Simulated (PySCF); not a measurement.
Species: H₆P₂Sn.
Atom-mapped SMILES: `[PH2:1][SnH2:2][PH2:3]` (hydrogens: H4, H5 on P1; H6, H7 on Sn2; H8, H9 on P3)

The calculation used PBE0-D3(BJ)/def2-SVP geometry optimisation, gas phase, def2 core potentials past Kr (PySCF 2.14.0).

(1) What internal coordinates does the optimisation give?

## Answers

(1) 
```json
{"bond": "P1–Sn2, Sn2–P3", "length (Å)": "2.522", "order": "single"}
{"bond": "P1–H4 and 3 like bonds", "length (Å)": "1.430", "order": "single"}
{"bond": "Sn2–H6, Sn2–H7", "length (Å)": "1.717", "order": "single"}
```

Bonds in one row agree within 0.01 Å and their mean is given. Orders are formal, as drawn. A selection of angles:
```json
{"angle": "Sn2–P1–H4", "degrees": "93.1"}
{"angle": "H4–P1–H5", "degrees": "93.0"}
{"angle": "P1–Sn2–P3", "degrees": "110.3"}
{"angle": "P1–Sn2–H6", "degrees": "108.2"}
{"angle": "P3–Sn2–H6", "degrees": "113.1"}
{"angle": "H6–Sn2–H7", "degrees": "109.4"}
```

Sn2 (tin bonded to 2 P and 2 H) is distorted tetrahedral (angles from 107.6° to 113.1°). P1 (three-coordinate phosphorus) is pyramidal (angles 93.1°, 93.0° and 92.8°, sum 278.9°, 0.89 Å off the plane of its three neighbours).

Not checked by PBE0-D3(BJ)/def2-SVP frequencies. One conformer, not necessarily the lowest (H–P1–Sn2–P3 50° and -44°, P1–Sn2–P3–H -166° and -72°).
